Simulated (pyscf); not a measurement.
**H₂N–Ta(=O)(Cl)–Cl, singlet**

Gas-phase minimum from PySCF at ωB97X-D3(BJ)/def2-SVP, one conformer. 

```
Ta
O 1 1.7022
N 1 1.9493 2 102.91
H 3 1.0176 1 125.41 2 -0.09
H 3 1.0195 4 110.46 1 180.00
Cl 1 2.3153 2 110.10 3 -117.31
Cl 1 2.3155 2 110.12 3 117.40
```

Properties at ωB97X-D3(BJ)/def2-SVP:

```
Item                                                                                                                                                                                               Result
---------------------------------------------------------------------------------------------------------------------  ----------------------------------------------------------------------------------
Harmonic wavenumbers, unscaled                                                                                         103, 132, 152, 196, 241, 399, 399, 445, 573, 612, 724, 1051, 1523, 3578, 3679 cm⁻¹
Zero-point energy                                                                                                                                                                           19.7 kcal/mol
Rotational symmetry number                                                                                                                                                                              1
Entropy of this conformer at 298 K and 1 atm, rigid rotor and harmonic oscillator, modes under 100 cm⁻¹ raised to 100                                                                     370.3 J/(mol K)
Dipole moment                                                                                                                                                                                      3.76 D
```

Single-point totals, which compare only within one level:

```
level                   total energy (hartree)
----------------------  ----------------------
ωB97X-D3(BJ)/def2-TZVP             -1109.02127
PBE/def2-TZVP                      -1108.47259
r²SCAN/def2-TZVP                   -1108.86212
B3LYP-D3(BJ)/def2-TZVP             -1109.01206
PBE0-D3(BJ)/def2-TZVP              -1108.49619
M06-2X/def2-TZVP                   -1108.75525
ωB97M-D3(BJ)/def2-TZVP             -1109.03458
```

Soft torsions are taken as harmonic, which can shift the entropy by several J/(mol K). Elements past Kr carry the def2 core potentials, without spin-orbit coupling.
